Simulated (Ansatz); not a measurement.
Ideal-gas functions of CHAlClN, SMILES `N#[C][AlH][Cl]` at 400 K and 1 bar, from an Ansatz frequency run at PBE0-D4/def2-TZVP.

Molar mass 89.46 g/mol, point group Cs (symmetry number 1), electronic degeneracy 1, moments of inertia 34.589, 239.374, 273.963 u Å². Harmonic wavenumbers (cm⁻¹, unscaled): 110, 206, 303, 473, 508, 590, 665, 2024, 2317.

Use S(trans) = R[1.5 ln M + 2.5 ln T − 1.1517]; rotational temperatures θ = 24.2544 K / I; S(rot) = R[ln(√π/σ · √(T³/θAθBθC)) + 1.5]; for each mode x = 1.438777 ν̃/T, S = R[x/(eˣ − 1) − ln(1 − e⁻ˣ)] and H = RT x/(eˣ − 1); 1 cm⁻¹ = 0.0119627 kJ/mol; R = 8.31446 J/(mol·K).

Task: By hand: the entropy, in J/(mol·K).

Result: Translation 171.0. Rotation: θ = 0.7012, 0.1013, 0.0885 K, giving 113.0. Vibration, mode by mode: 16.08, 10.99, 8.00, 4.83, 4.37, 3.46, 2.80, 0.05, 0.02, in all 50.6. Electronic 0.0. Sum 334.6 J/(mol·K).

Task: By hand: H − E and G − E in kJ/mol, counted from the electronic energy.

Result: Zero-point energy ½ × 7196 × 0.0119627 = 43.0; thermal vibration 11.0; translation, rotation and pV give 4 RT = 13.3. H − E = 67.3 kJ/mol, and G − E = 67.3 − 400 × 334.6/1000 = -66.5 kJ/mol.

Vibration gives 15 % of the entropy, 16.1 J/(mol·K) of it from the mode under 150 cm⁻¹: soft modes count most, and the harmonic formula is weakest for them.
